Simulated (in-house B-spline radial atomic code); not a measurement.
Configurations of neutral rhodium, with energies counted from [Kr] 4d8 5s1. Computed with a B-spline radial code for spherical atoms: scalar-relativistic (X2C) CAM-B3LYP, spin-polarised, spherical fractional occupations, exact exchange averaged over the configuration, Fermi nucleus of rms radius 4.4945 fm. Shells without spins written out take the highest spin.

Occupations are held fixed; configurations that lie above the ionisation limit could autoionise.

| configuration | E - E(ref) (eV) | highest orbital | its <r> (bohr) |
| --- | --- | --- | --- |
| [Kr] 4d8 5d1 | 6.0058 | 5d up | 10.42 |
| [Kr] 4d7 5s1 6s1 | 7.2341 | 6s up | 8.56 |
| [Ar] 3d10 4s2 4p5 4d8 5s2 | 47.868 | 5s down | 3.179 |
| [Ar] 3d10 4s2 4p5 4d8 5s1 5f1 | 55.408 | 5f up | 29.76 |

(1) Order these further configurations by energy, lowest first.
A. [Kr] 4d7 4f1 5s1
B. [Kr] 4d7 5s1 5d1
C. [Kr] 4d8 6d1
D. [Kr] 4d7 5s1 6p1
E. [Kr] 4d9

Results:

(1) E (0.062752 eV), C (6.6379 eV), D (7.9623 eV), B (8.1441 eV), A (8.8523 eV).
